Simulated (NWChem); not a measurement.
# SiPH₅O₃; SMILES O[Si](O)(O)P

```xyz
10

O      1.4672    -0.8208     0.6046
Si     0.0212    -0.3627    -0.0515
O     -1.2962    -0.9029     0.8025
O     -0.0960    -1.0860    -1.5327
P     -0.0247     1.8837    -0.1840
H      1.7001    -1.7458     0.4657
H     -1.4105    -0.5757     1.6991
H     -0.9874    -1.2174    -1.8692
H      1.3701     1.9723    -0.4745
H      0.1736     2.0466     1.2233
```
Atoms are numbered in this order, from 1.

Level: PBE0/def2-SVP (NWChem), optimised geometry, unscaled harmonic frequencies. 

**Question.** List the harmonic frequencies with IR intensities, and the thermochemistry.

**Answer.** 
```
frequency (cm⁻¹)  IR intensity (km/mol)
----------------  ---------------------
97                                  5.6
146                                 2.4
165                                49.5
204                                83.5
231                                31.8
235                                50.3
303                                39.3
325                                29.3
366                               118.6
483                                97.9
638                                 3.6
687                                 7.5
781                               176.5
796                               137.0
808                               159.8
864                               212.4
959                               156.8
975                               151.1
1086                               21.0
2399                               38.7
2425                               33.8
3901                               93.1
3936                              126.3
3940                               91.2
```

```json
{
 "zero_point_energy": "38.2 kcal/mol",
 "thermal correction to the enthalpy at 298.15 K (with zero-point energy)": "44.1 kcal/mol",
 "heat capacity Cv": "28.7 cal/(mol K)",
 "entropy at 298.15 K and 1 atm (symmetry number 1)": "88.1 cal/(mol K)",
 "dipole_moment": "1.61 D"
}
```

Rigid rotor and harmonic oscillator; modes under 100 cm⁻¹ make the entropy uncertain.
